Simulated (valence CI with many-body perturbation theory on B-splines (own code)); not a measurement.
**S11+: electric-dipole lines**

Level of theory: valence CI with perturbative core correlation (CI+MBPT): three valence electrons over a frozen Dirac-Fock core [He], a basis of 11 s, 11 p, 10 d, 8 f, 5 g, 2 h functions for each j, with the one-electron correlation potential Σ1, the two-electron term Σ2, the three-electron term Σ3, Breit, model QED; selected CI, second order for the rest, scaled by the run's own slope (own B-spline code, finite nucleus).

No measured levels were compared; by estimate levels of excited configurations hold to 0.05 to 0.15 % of their energy, terms of the ground configuration to about 0.5 %.

Lines 101 to 150 of 535 in falling wavelength, among levels below 35.443 Ry, chosen from the strongest by gf and those to the six lowest levels. Wavelengths and rates use the calculated energies, so an error of 300 cm⁻¹ moves a line at 831.7 Å by 0.25 % and its rate by three times that or more. Electric multipoles are in the length gauge, E1 and E2 with the static RPA response of the core. Weak lines are less certain than strong ones. Lines between different terms over intervals too small for the method are left out, as are lines whose strength nearly cancels. Where a level lies close to another of its J and parity, the split of strength between their lines is uncertain.

Names give the largest LS component (configuration and term), which can be under half, so a name can repeat, a term be missing and a line seem to break the LS rules; names also repeat where a configuration has a term twice. Letters in brackets count levels of one name in rising energy.

```csv
λ vac (Å),Upper,Lower,A (s⁻¹),log gf,Branch %
831.7,2p2 3p 4S°_3/2,2p2 3s 4P_5/2,6.78e+08,-0.55,0.1
829.2,2s 2p 3p 4P_1/2,2s 2p 3s 4P°_3/2,9.28e+08,-0.72,12.8
797.9,2p2 3p 2P°_1/2 [b],2p2 3s 2D_3/2,9.67e+08,-0.73,0.2
779.5,2s 2p 3p 4P_5/2,2s 2p 3s 4P°_3/2,3.04e+08,-0.78,1.1
765.9,2p2 3p 2D°_5/2 [b],2p2 3s 2P_3/2,7.07e+08,-0.43,0.1
760.7,2p2 3p 2P°_3/2 [b],2p2 3s 2D_3/2,5.58e+08,-0.71,0.1
756.9,2p2 3p 2P°_3/2 [b],2p2 3s 2D_5/2,1.02e+09,-0.45,0.2
725.0,2p2 3p 2D°_3/2 [b],2p2 3s 2P_1/2,7.02e+08,-0.65,0.1
643.2,2p2 3p 2P°_3/2 [b],2p2 3s 2P_3/2,7.90e+08,-0.71,0.2
470.0,2p2 3p 2F°_5/2,2s 2p 3p 2D_3/2 [b],8.79e+08,-0.76,0.4
468.1,2p2 3p 2F°_7/2,2s 2p 3p 2D_5/2 [b],1.47e+09,-0.41,0.6
458.3,2p2 3d 2D_3/2 [b],2s 2p 3d 2D°_3/2 [b],1.50e+09,-0.72,0.1
456.9,2p3 2D°_5/2,2s 2p2 2P_3/2,1.34e+09,-0.60,19.1
444.5,2p3 2D°_3/2,2s 2p2 2P_1/2,1.22e+09,-0.84,17.4
441.4,2p2 3s 2D_5/2,2s 2p 3s 2P°_3/2 [b],1.33e+09,-0.63,0.4
441.0,2p2 3d 2P_3/2 [b],2s 2p 3d 2P°_3/2 [b],1.59e+09,-0.73,0.1
438.2,2p2 3s 2D_5/2,2s 2p 3d 2D°_3/2 [a],1.31e+09,-0.64,0.4
437.8,2p2 3s 2D_3/2,2s 2p 3s 2P°_1/2 [b],1.87e+09,-0.67,0.5
426.6,2p2 3d 2F_7/2 [b],2s 2p 3d 2F°_7/2 [b],9.71e+08,-0.67,0.0
350.5,2p2 3d 2F_5/2 [a],2s 2p 3d 2F°_5/2 [a],1.38e+09,-0.82,0.6
348.9,2p2 3d 2F_7/2 [a],2s 2p 3d 2F°_7/2 [a],1.39e+09,-0.69,0.7
328.5,2p3 2P°_3/2,2s 2p2 2P_3/2,5.12e+09,-0.48,31.6
326.4,2p2 3p 4D°_7/2,2s 2p 3p 4P_5/2,1.32e+09,-0.77,0.5
323.4,2p3 2P°_1/2,2s 2p2 2P_1/2,4.97e+09,-0.81,30.3
319.5,2p2 3p 4P°_5/2,2s 2p 3p 4P_5/2,1.66e+09,-0.82,0.4
318.9,2p2 3p 2D°_3/2 [a],2s 2p 3p 2D_3/2 [a],3.75e+09,-0.64,0.8
317.9,2p2 3p 2D°_5/2 [a],2s 2p 3p 2D_5/2 [a],3.53e+09,-0.49,0.8
303.5,2p2 3d 4F_9/2,2s 2p 3d 4F°_9/2,3.47e+09,-0.32,70.7
303.1,2p2 3p 2P°_3/2 [a],2s 2p 3p 2D_5/2 [a],2.98e+09,-0.78,0.5
302.7,2p2 3d 4F_7/2,2s 2p 3d 4F°_7/2,2.32e+09,-0.59,24.7
302.7,2p2 3d 4F_5/2,2s 2p 3d 4F°_5/2,1.95e+09,-0.79,16.3
302.2,2p2 3p 4P°_5/2,2s 2p 3p 4S_3/2,1.92e+09,-0.80,0.5
301.2,2p2 3d 2D_5/2 [a],2s 2p 3d 2F°_7/2 [a],3.08e+09,-0.60,0.2
299.4,2s 2p2 2D_5/2,2s2 2p 2P°_3/2,2.52e+09,-0.69,100.0
298.5,2p2 3p 4D°_7/2,2s 2p 3p 4D_7/2,4.64e+09,-0.30,1.6
297.8,2p2 3p 4D°_5/2,2s 2p 3p 4D_5/2,2.53e+09,-0.70,0.9
295.3,2p2 3d 2D_5/2 [c],2s 2p 3d 2D°_5/2 [b],2.24e+09,-0.75,0.2
295.2,2p2 3s 4P_3/2,2s 2p 3s 4P°_5/2,2.93e+09,-0.81,1.5
293.7,2p2 3d 2D_3/2 [a],2s 2p 3d 2F°_5/2 [a],3.99e+09,-0.69,0.2
292.7,2p2 3p 4P°_5/2,2s 2p 3p 4D_7/2,1.91e+09,-0.83,0.5
292.3,2p2 3s 4P_1/2,2s 2p 3s 4P°_3/2,5.62e+09,-0.84,2.9
292.1,2p2 3d 4D_7/2,2s 2p 3d 4F°_9/2,2.87e+09,-0.53,13.8
291.4,2p3 2D°_3/2,2s 2p2 2D_3/2,4.42e+09,-0.65,63.3
291.2,2p3 2D°_5/2,2s 2p2 2D_5/2,5.15e+09,-0.41,73.2
290.9,2p3 2D°_5/2,2s 2p2 2D_3/2,5.16e+08,-1.41,7.3
290.6,2p2 3d 4P_5/2,2s 2p 3d 4D°_7/2,4.89e+09,-0.43,0.2
289.4,2p2 3s 2P_3/2,2s 2p 3s 2P°_3/2 [a],7.98e+09,-0.40,1.9
289.3,2p2 3s 4P_5/2,2s 2p 3s 4P°_5/2,4.83e+09,-0.44,2.4
289.2,2p2 3p 4S°_3/2,2s 2p 3p 4P_5/2,3.34e+09,-0.78,0.6
289.1,2p2 3d 4D_5/2,2s 2p 3d 4F°_7/2,2.53e+09,-0.72,1.9
```
